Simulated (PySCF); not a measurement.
SMILES [Al]([O][SiH2]C)([OH])[OH] at its PBE0/def2-SVP optimised geometry (Å):

```
13

Si    -1.6195     1.2343     0.0447
C     -1.1418     2.8781    -0.7092
O     -0.3391     0.1918     0.0000
Al     0.5409    -1.2495     0.0000
O      2.2367    -1.2495     0.0000
O     -0.2803    -2.7299    -0.0044
H     -2.7768     0.6569    -0.7100
H     -2.0421     1.4393     1.4669
H     -0.3051     3.3386    -0.1612
H     -0.8395     2.7582    -1.7613
H     -1.9944     3.5756    -0.6781
H      2.7768    -0.4584     0.0057
H      0.1701    -3.5756    -0.0043
```

Level of theory: PBE0/def2-TZVP run with PySCF 2.14.0.

Map of the electron localisation function on the plane z = 0.6 Å:

```
|                           |
|                           |
|                           |
|            .:             |
|        .. :#@#            |
|        ...=@@@-           |
|          .=@@@-           |
|         .::=*=            |
|       .:---.              |
|       -#=::               |
|      .=*  ..:.            |
|      .-+  -**+:           |
|      .:-.:#%%#:  .--      |
|      ....-#%%#. .=**:     |
|          :*%#: -+*#*:     |
|           :-   *%%*=.     |
|              : *%@%=.     |
|           -*+  -#%%+.     |
|         .=#%%#: :++-.     |
|         :*%@%*:  .:.      |
|         :+###+:           |
|          :-=##-           |
|            .++-           |
|             .:            |
|                           |
|                           |
|                           |
```
Scale: ten equal steps from 0.000 (start of ' ') to 0.970 (end of '@'), in the order ' .:-=+*#%@'; x runs from -6.00 to 6.00, y from -6.00 (bottom) to 6.00 (top).
